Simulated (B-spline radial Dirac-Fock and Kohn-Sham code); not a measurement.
Compton profile of Ce⁵²⁺

System: Ce⁵²⁺ in the configuration [He] 2s2 2p2.

Input file task.json (cfg lists n, l and occupation; rrms is the nuclear radius in fm):

```json
{"items": [{
  "Z": 58,
  "q": 52,
  "cfg": [[1, 0, 2], [2, 0, 2], [2, 1, 2]],
  "A": 140,
  "rrms": 4.8771,
  "do": ["scatter"],
  "s": [0.0, 0.05, 0.1, 0.15, 0.2, 0.25, 0.3, 0.35, 0.4, 0.45, 0.5, 0.6, 0.7, 0.8, 0.9, 1.0, 1.1, 1.2, 1.4, 1.6, 1.8, 2.0, 2.5, 3.0, 3.5, 4.0, 5.0, 6.0],
  "pz": [0, 0.1, 0.2, 0.3, 0.4, 0.5, 0.6, 0.8, 1.0, 1.2, 1.4, 1.6, 1.8, 2.0, 2.5, 3.0, 4.0, 5.0, 7.0, 10.0, 15.0, 20.0, 30.0, 40.0, 60.0, 100.0],
  "hv_scatter": [2000, 8047.8, 10000, 20000, 30000, 50000, 100000, 500000]
}]}
```

Launch: `python xray_run.py task.json out`

Model: the impulse approximation on relativistic Hartree-Fock (Dirac-Fock) wave functions, averaged over the configuration. Program: a radial finite-basis atomic code. pz is in atomic units of momentum; subshell profiles are per electron, for a selection of subshells; open shells are spread over both j values by their weights.

```csv
pz,J total,J 1s1/2,J 2s1/2,J 2p1/2,J 2p3/2
0,0.1673,0.0137,0.0462,0.0229,0.0242
0.8,0.1668,0.0137,0.0460,0.0229,0.0242
1,0.1665,0.0137,0.0458,0.0229,0.0242
1.2,0.1661,0.0136,0.0457,0.0229,0.0242
1.4,0.1657,0.0136,0.0454,0.0229,0.0242
1.6,0.1652,0.0136,0.0452,0.0229,0.0242
1.8,0.1647,0.0136,0.0449,0.0229,0.0242
2,0.1641,0.0136,0.0446,0.0229,0.0242
2.5,0.1623,0.0136,0.0438,0.0229,0.0242
3,0.1601,0.0136,0.0428,0.0229,0.0242
4,0.1548,0.0135,0.0402,0.0228,0.0241
5,0.1484,0.0134,0.0372,0.0227,0.0240
7,0.1331,0.0131,0.0304,0.0223,0.0234
10,0.1078,0.0126,0.0199,0.0209,0.0217
15,0.07113,0.0114,0.00759,0.0165,0.0166
20,0.04724,0.0100,0.00258,0.0113,0.0109
30,0.02437,0.00711,0.00127,0.00415,0.00363
40,0.01406,0.00470,0.00112,0.00140,0.00111
60,0.005029,0.00190,0.000466,0.000193,0.000126
100,0.0008496,0.000350,6.83e-05,1.07e-05,4.86e-06
```

J(0) = 0.1673. The 2s1/2 subshell gives the largest part, 55 %.

Mean momentum ⟨p⟩ by subshell (a.u.): 1s1/2 55.3, 2s1/2 20.7, 2p1/2 27.3, 2p3/2 25.6.

Values without a named source are computed, but for edge energies of neutral atoms, which are taken from tables.
